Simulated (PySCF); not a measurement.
Compound: C₄H₈PSi (doublet state).
Structure used (GFN2-xTB), in Å, numbered top down from 1:
```xyz
14
C4H8PSi angstrom
C     -2.9483   -0.5248    0.0759
C     -1.7642   -0.6532    0.9640
C     -0.6000   -0.0138    0.7326
C      0.4398    0.6127    0.5116
Si     2.0693    1.3432    0.1161
P      3.6764   -0.2379    0.0284
H     -2.7542    0.1732   -0.7346
H     -3.2147   -1.4959   -0.3481
H     -3.8125   -0.1785    0.6466
H     -1.8497   -1.2927    1.8309
H      2.4820    2.2776    1.1705
H      2.0194    1.9790   -1.2045
H      2.9492   -1.1291   -0.7371
H      3.3069   -0.8603    1.2057
```

The hyperfine couplings belong to this conformer and change with its torsions.

Identity: `C[CH]C#C[SiH2]P` [radical].

Computed with UKS B3LYP, pcH-1 on C H P Si, non-relativistic, mean-field spin-orbit, GIAO (PySCF). Isolated species at its GFN2-xTB geometry (one conformer only). The geometry wasn't refined by DFT: couplings that depend on bond lengths, twists or pyramidal angles can differ widely from those at the functional's own minimum. No stability test was run, so a lower SCF solution isn't excluded.

Principal values of hyperfine tensors in MHz (contact, dipolar and spin–orbit terms together), for some of the nuclei:

```tsv
atom	isotope	A1	A2	A3
H9	1H	72.12	73.28	82.14
C2	13C	3.68	4.59	174.83
C3	13C	-80.93	-60.68	-36.74
H10	1H	-74.82	-49.96	-21.60
C4	13C	1.08	11.21	120.75
H11	1H	30.51	31.38	35.69
Si5	29Si	25.86	27.57	29.08
C1	13C	-27.85	-25.81	-24.47
```

Question: Split each tensor into its isotropic and traceless parts, and turn a_iso into mT with g = 2.0025.

Answer: a_iso is a third of the trace, T = A − a_iso, and a(mT) = a(MHz)/(g × 13.996). The tensors hold a spin–orbit part: the run splits a_iso into a_FC + a_SO, and T includes its anisotropic share.

| atom | a_iso (MHz) | a_FC | a_SO | a_iso (mT) | T1 | T2 | T3 |
| --- | --- | --- | --- | --- | --- | --- | --- |
| H9 | 75.85 | 75.84 | 0.00 | 2.706 | -3.72 | -2.57 | 6.29 |
| C2 | 61.03 | 61.11 | -0.07 | 2.178 | -57.35 | -56.44 | 113.80 |
| C3 | -59.45 | -59.48 | 0.03 | -2.121 | -21.48 | -1.23 | 22.71 |
| H10 | -48.79 | -48.80 | 0.01 | -1.741 | -26.02 | -1.17 | 27.19 |
| C4 | 44.35 | 44.41 | -0.06 | 1.582 | -43.27 | -33.14 | 76.40 |
| H11 | 32.53 | 32.53 | 0.00 | 1.161 | -2.02 | -1.15 | 3.17 |
| Si5 | 27.50 | 27.55 | -0.05 | 0.981 | -1.64 | 0.07 | 1.57 |
| C1 | -26.04 | -26.05 | 0.01 | -0.929 | -1.80 | 0.23 | 1.57 |

Question: What spin density at the nucleus of C3 lies behind its contact coupling (g_N = 1.40482)?

Answer: a_FC = 800.24 MHz bohr³ × g_N × ρ(0)/(2S). With a_FC = -59.48 MHz and 2S = 1, ρ(0) = -0.05291 bohr⁻³.

Question: H8 (1H, g_N = 5.58569) isn't in the table. Its spin density at the nucleus is 0.01859 bohr⁻³. What is its contact coupling?

Answer: By the same relation, a_FC = 83.1 MHz. Its full tensor has the principal values 79.31, 80.61, 89.39 MHz.

Question: Name the largest traceless tensor T of the table and describe it.

Answer: C2: -57.4, -56.4, 113.8 MHz, axial, in the ratio −1:−1:+2, the form that spin in one p orbital centred on that nucleus gives.

Question: What first-order splitting does C3 cause when the field lies along A1, A2 or A3 of its tensor (g taken as isotropic, no quadrupole term)?

Answer: 2 lines (I = 1/2), spaced by |A_i|/(g × 13.996): 2.89, 2.17, 1.31 mT along the axes of A1, A2 and A3.
